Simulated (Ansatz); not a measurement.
C5H9O2, charge +1, singlet, at a GFN2-xTB geometry; MP2/6-31G* (Ansatz, a program for electronic structure).

Input for Ansatz:
Ansatz 0.2 input:
```yaml
crystal:
  periodic: [false, false, false]
  atoms:
    - {symbol: C, position_ang: [2.64458062, -0.07007123, -0.50424723]}
    - {symbol: C, position_ang: [1.27771519, -0.51430764, -0.10971693]}
    - {symbol: O, position_ang: [0.97500393, -1.63455360, 0.19351909]}
    - {symbol: C, position_ang: [0.26308705, 0.61217752, -0.12236214]}
    - {symbol: C, position_ang: [-1.02131824, 0.41375702, 0.10047826]}
    - {symbol: C, position_ang: [-1.78790725, -0.79679226, 0.40481506]}
    - {symbol: O, position_ang: [-1.94310342, 1.60821276, -0.01702034]}
    - {symbol: H, position_ang: [3.00870030, 0.68375893, 0.19237984]}
    - {symbol: H, position_ang: [2.62323352, 0.37501649, -1.49781951]}
    - {symbol: H, position_ang: [3.32287322, -0.91875363, -0.50205637]}
    - {symbol: H, position_ang: [0.66189802, 1.59041510, -0.34740887]}
    - {symbol: H, position_ang: [-2.57226957, -0.95889696, -0.33442828]}
    - {symbol: H, position_ang: [-2.24194258, -0.74717110, 1.39512987]}
    - {symbol: H, position_ang: [-1.10457305, -1.64787516, 0.38781835]}
    - {symbol: H, position_ang: [-1.48532732, 2.46578543, 0.11264879]}
    - {symbol: H, position_ang: [-2.72474057, 1.49986742, 0.56794391]}
basis:
  gaussian:
    orbitals: 6-31G*
    fitting: {mean_field: cc-pVTZ-JKFIT, correlation: cc-pVTZ-RIFIT}
total_charge: 1
magnetization: {spin_polarized: false}
correlation: {method: mp2}
```

What the program printed (banner, timings and long lists left out):

```
Functional definition: HF
823 factors; integrals over basis functions are off by at most 1.4e-1 eV
837 factors; integrals over basis functions are off by at most 7.8e-2 eV
mean field evaluation 1: about -9353.2315 eV, gradient 5.4e1 eV
mean field evaluation 2: about -9358.4057 eV, gradient 3.2e1 eV
mean field evaluation 4: about -9360.3181 eV, gradient 2.7e0 eV
mean field evaluation 8: about -9360.3531 eV, gradient 2.5e-4 eV
mean field -9360.35307366 eV, -343.9866307819 hartree, gradient 1.6e-6 eV, S^2 0.000000; 0 other end points of the search recorded, 0 dependent functions left out; unrestricted orbitals would lower it
7 core orbitals not correlated
reference -9360.35307366 eV, -343.9866307819 hartree; 20, 20 occupied and 96, 96 virtual orbitals, 837 factors
second order -26.99574745 eV of doubles, -0.00000000 eV of singles
Total energy: -9387.34882112 eV, -344.9787062024 hartree
```
